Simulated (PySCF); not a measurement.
C₆H₁₁F₂ (doublet state).
Geometry (GFN2-xTB, Å), atoms numbered from 1 in this order:
```
atom  x, y, z in Å
C1     1.9668    1.1941   -0.2454
C2     2.0178   -0.3285   -0.2374
C3     0.6506   -0.9402   -0.5510
C4    -0.3437   -0.7251    0.5203
C5    -1.7975   -0.7574    0.2469
C6    -2.3696    0.6478   -0.0007
F7    -1.9153    1.1546   -1.1715
F8    -3.7218    0.6009   -0.1134
H9     1.2594    1.5554    0.4972
H10    2.9465    1.6110   -0.0233
H11    1.6494    1.5577   -1.2201
H12    2.3551   -0.6800    0.7399
H13    2.7411   -0.6693   -0.9810
H14    0.7847   -2.0211   -0.7216
H15    0.2697   -0.5310   -1.4933
H16   -0.0103   -0.5100    1.5201
H17   -2.0136   -1.3499   -0.6458
H18   -2.3561   -1.1669    1.0932
H19   -2.1230    1.3672    0.7946
```

The hyperfine couplings belong to this conformer and change with its torsions.

Identity: `CCC[CH]CC(F)F` [radical].

Method used: UKS B3LYP, pcH-1 on C F H, non-relativistic, mean-field spin-orbit, GIAO in PySCF 2.14.0. Geometry: GFN2-xTB, one conformer, isolated molecule. The geometry wasn't refined by DFT: couplings that depend on bond lengths, twists or pyramidal angles can differ widely from those at the functional's own minimum. No stability test was run, so a lower SCF solution isn't excluded.

Question: Where do the isotropic ENDOR lines of F7/F8, H14/H15, H16, H17/H18, H19, H12/H13 and H9/H10/H11 fall at 334.4 mT, to first order?

Answer: For S = 1/2 in fast tumbling each set of equivalent nuclei gives two lines, ν± = |νn ± a/2| to first order, with νn = g_N μN B/h and μN/h = 7.62259 MHz/T.

| nuclei | isotope | g_N | νn (MHz) | a_iso (MHz) | lower line (MHz) | upper line (MHz) |
| --- | --- | --- | --- | --- | --- | --- |
| F7/F8 | 19F | 5.2577 | 13.40 | 7.97 | 9.42 | 17.38 |
| H14/H15 | 1H | 5.5857 | 14.24 | 105.29 | 38.41 | 66.88 |
| H16 | 1H | 5.5857 | 14.24 | -63.46 | 17.49 | 45.97 |
| H17/H18 | 1H | 5.5857 | 14.24 | 37.51 | 4.52 | 32.99 |
| H19 | 1H | 5.5857 | 14.24 | -3.65 | 12.41 | 16.06 |
| H12/H13 | 1H | 5.5857 | 14.24 | -2.18 | 13.15 | 15.33 |
| H9/H10/H11 | 1H | 5.5857 | 14.24 | 0.82 | 13.83 | 14.65 |

Question: Which pairs are centred on the nuclear Larmor frequency, and which on half the coupling?

Answer: Centred on νn, since |a| < 2νn: F7/F8, H19, H12/H13 and H9/H10/H11. Centred on |a|/2 and split by 2νn: H14/H15, H16 and H17/H18.

Means are taken over nuclei equivalent by connectivity, which assumes that they swap fast. The 1H value of +105.3 MHz is a mean of couplings from 61.2 to 149.4 MHz in this one geometry, not an average over conformers. The 1H value of +37.5 MHz is a mean of couplings from 25.1 to 50.0 MHz in this one geometry, not an average over conformers.

The Mulliken spin populations are largest on C4 (+1.03), C3 (-0.09), C5 (-0.09) and H14 (+0.06). C4 is the only atom above +0.15. The positive populations add up to 1.22 and the negative ones to -0.22, together 2S = 1. The angles at C4 add up to 360.0°, so it is planar; its axial dipolar tensor and the negative coupling of its proton fit spin in a p orbital normal to that plane.
